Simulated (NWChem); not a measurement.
System meant: P$_{2}$H cation; SMILES [PH+]#P

Input file for NWChem:

```
start job
memory heap 200 mb stack 900 mb global 1100 mb
charge 1
geometry units angstroms noautosym nocenter noautoz
  P      0.000000     0.000000     1.040373
  P      0.000000     0.000000    -0.858441
  H      0.000000     0.000000    -2.295055
end
basis spherical
  * library def2-svp
end
dft
  xc m06-l
  iterations 150
end
property
  shielding
end
task dft property
```

End of the output:

```
 Vector   18  Occ=0.000000D+00  E=-3.474011D-01
              MO Center= -8.9D-10,  7.8D-10, -7.6D-01, r^2= 3.5D+00
   Bfn.  Coefficient  Atom+Function         Bfn.  Coefficient  Atom+Function
  ----- ------------  ---------------      ----- ------------  ---------------
    22      0.923184  2 P  s                 13      0.553713  1 P  pz
    38     -0.541601  3 H  s                 37     -0.450226  3 H  s
    21      0.374405  2 P  s                 10      0.342391  1 P  pz
    20      0.246831  2 P  s                  4     -0.205092  1 P  s
     3     -0.202552  1 P  s                 34     -0.183051  2 P  d  0

 center of mass
 --------------
 x =   0.00000000 y =   0.00000000 z =   0.09971936

 moments of inertia (a.u.)
 ------------------
         219.562087996935           0.000000000000           0.000000000000
           0.000000000000         219.562087996935           0.000000000000
           0.000000000000           0.000000000000           0.000000000000

     Multipole analysis of the density
     ---------------------------------

     L   x y z        total         alpha         beta         nuclear
     -   - - -        -----         -----         ----         -------
     0   0 0 0      1.000000    -15.000000    -15.000000     31.000000

     1   1 0 0      0.000000      0.000000      0.000000      0.000000
     1   0 1 0     -0.000000     -0.000000     -0.000000      0.000000
     1   0 0 1     -0.661753     -0.740876     -0.740876      0.819999

     2   2 0 0    -17.289733     -8.644866     -8.644866      0.000000
     2   1 1 0      0.000000      0.000000      0.000000      0.000000
     2   1 0 1      0.000000      0.000000      0.000000      0.000000
     2   0 2 0    -17.289733     -8.644866     -8.644866      0.000000
     2   0 1 1     -0.000000     -0.000000     -0.000000      0.000000
     2   0 0 2     -7.307874    -61.785028    -61.785028    116.262182

          -----------------------------------------
          Chemical Shielding Tensors (GIAO, in ppm)
          -----------------------------------------

 ------------------------------------------------------------------------
  xm06: d2 not coded                    0
 ------------------------------------------------------------------------
 ------------------------------------------------------------------------
  current input line :
    19: task dft property
 ------------------------------------------------------------------------
 ------------------------------------------------------------------------
 This error has not yet been assigned to a category
 ------------------------------------------------------------------------
 For more information see the NWChem manual at https://nwchemgit.github.io

0: xm06: d2 not coded:Received an Error in Communication
```

What is wrong, and how is it mended?

The run crashed. Cause: this functional's second derivatives, which shieldings need, aren't coded here; the fix takes a hybrid GGA instead. This input runs:
```
start job
memory heap 200 mb stack 900 mb global 1100 mb
charge 1
geometry units angstroms noautosym nocenter noautoz
  P      0.000000     0.000000     1.040373
  P      0.000000     0.000000    -0.858441
  H      0.000000     0.000000    -2.295055
end
basis spherical
  P library def2-svp
  H library def2-svp
end
dft
  xc pbe0
  iterations 150
end
property
  shielding
end
task dft property
```
It converges to -682.45094 Ha (PBE0/def2-SVP, GIAO).
